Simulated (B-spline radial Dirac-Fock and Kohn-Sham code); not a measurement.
# Dipole and non-dipole photoemission parameters of Hg⁺ 3d5/2

System: Hg⁺ in the configuration [Xe] 4f14 5d10 6s1; threshold 2309.5 eV (orbital energy of the model). The computed values come from an atomic code on a B-spline grid: Dirac-Hartree-Slater photoionisation with a Latter tail; cross sections with all multipoles, angular parameters from the dipole term and its interference with E2.

For linearly polarised light dσ/dΩ = σ/(4π) [1 + β P₂(cos θ) + (δ + γ cos²θ) sin θ cos φ], with θ from the polarisation vector and φ the angle between the beam and the projection of the electron momentum on the plane normal to the polarisation.

| hν (eV) | σ (kb) | β | γ | δ |
| --- | --- | --- | --- | --- |
| 2900 | 284 | 0.843 | -0.243 | -0.011 |
| 3400 | 184 | 1.053 | -0.176 | 0.022 |
| 5414.7 | 47.0 | 1.232 | 0.413 | 0.089 |
| 5520 | ? | ? | ? | ? |
| 6310 | 29.2 | 1.228 | 0.643 | 0.109 |
| 8047.8 | 13.4 | 1.188 | 1.014 | 0.145 |
| 9251.7 | 8.42 | 1.152 | 1.221 | 0.169 |
| 12000 | 3.49 | 1.068 | 1.596 | 0.222 |

Task: Give the values at 5520 eV.

Result: σ = 44.3 kb, β = 1.232, γ = 0.441, δ = 0.091.
